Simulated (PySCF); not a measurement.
C$_{4}$H$_{10}$Be (SMILES C[CH2][Be][CH2]C), singlet, at a GFN2-xTB geometry (such geometries of metal compounds can be far from the true shape); HF/cc-pVDZ (PySCF).

The PySCF input:
```python
from pyscf import gto, scf

mol = gto.M(
    atom='''
Be   -0.090810    0.018725    0.200271
C     1.320707   -0.711486    0.897724
C     1.442516   -2.219689    0.603341
H     1.375297   -0.608689    1.987489
H     2.259150   -0.258076    0.558255
H     1.493977   -2.408348   -0.466839
H     0.588062   -2.766292    0.996696
H     2.343121   -2.634096    1.059331
C    -1.494221    0.747264   -0.515060
C    -1.249628    2.179915   -1.028732
H    -2.351340    0.809948    0.165053
H    -1.893025    0.182582   -1.365698
H    -0.471278    2.197469   -1.788595
H    -0.940106    2.838883   -0.220306
H    -2.156861    2.595690   -1.470105
''',
    basis='cc-pvdz',
    charge=0,
    spin=0,
    verbose=4,
)

mf = scf.RHF(mol)
mf.kernel()
mf.analyze()
```

What does PySCF print? Leave out banner, timings and long lists.


```
PySCF version 2.14.0

[INPUT] verbose = 4
[INPUT] num. atoms = 15
[INPUT] num. electrons = 38
[INPUT] charge = 0
[INPUT] spin (= nelec alpha-beta = 2S) = 0
[INPUT] symmetry False subgroup None
[INPUT] Mole.unit = angstrom
[INPUT] Symbol           X                Y                Z      unit          X                Y                Z       unit  Magmom
[INPUT]  1 Be    -0.090810000000   0.018725000000   0.200271000000 AA   -0.171606029372   0.035385121682   0.378457340693 Bohr   0.0
[INPUT]  2 C      1.320707000000  -0.711486000000   0.897724000000 AA    2.495774520796  -1.344513681462   1.696452495449 Bohr   0.0
[INPUT]  3 C      1.442516000000  -2.219689000000   0.603341000000 AA    2.725960170303  -4.194604291710   1.140149249721 Bohr   0.0
[INPUT]  4 H      1.375297000000  -0.608689000000   1.987489000000 AA    2.598934669936  -1.150255505035   3.755809885586 Bohr   0.0
[INPUT]  5 H      2.259150000000  -0.258076000000   0.558255000000 AA    4.269174774311  -0.487692959323   1.054949057669 Bohr   0.0
[INPUT]  6 H      1.493977000000  -2.408348000000  -0.466839000000 AA    2.823207366399  -4.551118132644  -0.882197854266 Bohr   0.0
[INPUT]  7 H      0.588062000000  -2.766292000000   0.996696000000 AA    1.111276124264  -5.227534260575   1.883482469449 Bohr   0.0
[INPUT]  8 H      2.343121000000  -2.634096000000   1.059331000000 AA    4.427856966717  -4.977720025812   2.001845465262 Bohr   0.0
[INPUT]  9 C     -1.494221000000   0.747264000000  -0.515060000000 AA   -2.823668459574   1.412124302747  -0.973322337718 Bohr   0.0
[INPUT] 10 C     -1.249628000000   2.179915000000  -1.028732000000 AA   -2.361454677588   4.119442324831  -1.944021735576 Bohr   0.0
[INPUT] 11 H     -2.351340000000   0.809948000000   0.165053000000 AA   -4.443388625735   1.530579895139   0.311904966038 Bohr   0.0
[INPUT] 12 H     -1.893025000000   0.182582000000  -1.365698000000 AA   -3.577298796955   0.345029975275  -2.580795188866 Bohr   0.0
[INPUT] 13 H     -0.471278000000   2.197469000000  -1.788595000000 AA   -0.890586348533   4.152614577222  -3.379954697766 Bohr   0.0
[INPUT] 14 H     -0.940106000000   2.838883000000  -0.220306000000 AA   -1.776542868060   5.364711369684  -0.416318003598 Bohr   0.0
[INPUT] 15 H     -2.156861000000   2.595690000000  -1.470105000000 AA   -4.075876578756   4.905143204272  -2.778095824354 Bohr   0.0

nuclear repulsion = 138.343995005929
number of shells = 55
number of NR pGTOs = 200
number of NR cGTOs = 120
basis = cc-pvdz
ecp = {}

******** <class 'pyscf.scf.hf.RHF'> ********
method = RHF
initial guess = minao
damping factor = 0
level_shift factor = 0
DIIS = <class 'pyscf.scf.diis.CDIIS'>
diis_start_cycle = 1
diis_space = 8
diis_damp = 0
SCF conv_tol = 1e-09
SCF conv_tol_grad = None
SCF max_cycles = 50
direct_scf = True
direct_scf_tol = 1e-13
Set gradient conv threshold to 3.16228e-05
Initial guess from minao.
init E= -172.471136847729
  HOMO = -0.263977755663671  LUMO = 0.049440897116475  gap/eV = 8.52856
cycle= 1 E= -171.883294601442  delta_E= 0.588  |g|= 0.332  |ddm|= 3.09
  HOMO = -0.377117738667144  LUMO = 0.106134512989466  gap/eV = 13.14996
cycle= 2 E= -171.928860702358  delta_E= -0.0456  |g|= 0.0861  |ddm|= 0.375
  HOMO = -0.387083329746468  LUMO = 0.108085048476696  gap/eV = 13.47422
cycle= 3 E= -171.932625719351  delta_E= -0.00377  |g|= 0.0211  |ddm|= 0.143
  HOMO = -0.386365879928013  LUMO = 0.108773101383384  gap/eV = 13.47342
cycle= 4 E= -171.932774964823  delta_E= -0.000149  |g|= 0.00447  |ddm|= 0.0213
  HOMO = -0.387601465043416  LUMO = 0.10842368135412  gap/eV = 13.49753
cycle= 5 E= -171.932790060959  delta_E= -1.51e-05  |g|= 0.000967  |ddm|= 0.0112
  HOMO = -0.387851989799495  LUMO = 0.108327838941716  gap/eV = 13.50174
cycle= 6 E= -171.932790826761  delta_E= -7.66e-07  |g|= 0.000214  |ddm|= 0.00295
  HOMO = -0.387883882103716  LUMO = 0.108334337725416  gap/eV = 13.50279
cycle= 7 E= -171.932790863352  delta_E= -3.66e-08  |g|= 3.01e-05  |ddm|= 0.000732
  HOMO = -0.387884913882023  LUMO = 0.108330042893997  gap/eV = 13.50270
cycle= 8 E= -171.932790864026  delta_E= -6.74e-10  |g|= 9.91e-06  |ddm|= 7.15e-05
  HOMO = -0.387885418145521  LUMO = 0.108330513620153  gap/eV = 13.50272
Extra cycle  E= -171.932790864099  delta_E= -7.28e-11  |g|= 4.27e-06  |ddm|= 1.88e-05
converged SCF energy = -171.932790864099
**** SCF Summaries ****
Total Energy =                        -171.932790864098735
Nuclear Repulsion Energy =             138.343995005929145
One-electron Energy =                 -504.392156377110553
Two-electron Energy =                  194.115370507082702
Two-electron Coulomb Energy =          221.257508548537288
DFT Exchange-Correlation Energy =      -27.142138041454587
HOMO-LUMO gap [eV] =                    13.502723268549740
**** MO energy ****
MO #1   energy= -11.2146561646892  occ= 2
MO #2   energy= -11.2146559432926  occ= 2
MO #3   energy= -11.186419803312   occ= 2
MO #4   energy= -11.1864165162279  occ= 2
MO #5   energy= -4.63815012171162  occ= 2
MO #6   energy= -0.998948604026422 occ= 2
MO #7   energy= -0.99810326514806  occ= 2
MO #8   energy= -0.813519528584185 occ= 2
MO #9   energy= -0.812828271389503 occ= 2
MO #10  energy= -0.585072138141193 occ= 2
MO #11  energy= -0.582628922322975 occ= 2
MO #12  energy= -0.570788174345172 occ= 2
MO #13  energy= -0.566201369887379 occ= 2
MO #14  energy= -0.484030187128995 occ= 2
MO #15  energy= -0.481911490123298 occ= 2
MO #16  energy= -0.471250117209864 occ= 2
MO #17  energy= -0.468823029584199 occ= 2
MO #18  energy= -0.41843057747167  occ= 2
MO #19  energy= -0.387885418145521 occ= 2
MO #20  energy= 0.108330513620153  occ= 0
MO #21  energy= 0.110587997877222  occ= 0
MO #22  energy= 0.135220856943673  occ= 0
MO #23  energy= 0.204469675862318  occ= 0
MO #24  energy= 0.23476194014715   occ= 0
MO #25  energy= 0.24140407620885   occ= 0
MO #26  energy= 0.252335808566478  occ= 0
MO #27  energy= 0.256048172085283  occ= 0
 ** Mulliken pop on meta-lowdin orthogonal AOs  **
 ** Mulliken pop  **
 ** Mulliken atomic charges  **
charge of    0Be =      1.18277
charge of    1C =     -0.71303
charge of    2C =     -0.22979
charge of    3H =      0.07083
charge of    4H =      0.07038
charge of    5H =      0.06898
charge of    6H =      0.06909
charge of    7H =      0.07216
charge of    8C =     -0.71303
charge of    9C =     -0.22979
charge of   10H =      0.07083
charge of   11H =      0.07038
charge of   12H =      0.06898
charge of   13H =      0.06909
charge of   14H =      0.07216
Dipole moment(X, Y, Z, Debye): -0.02436,  0.00502,  0.05374
```
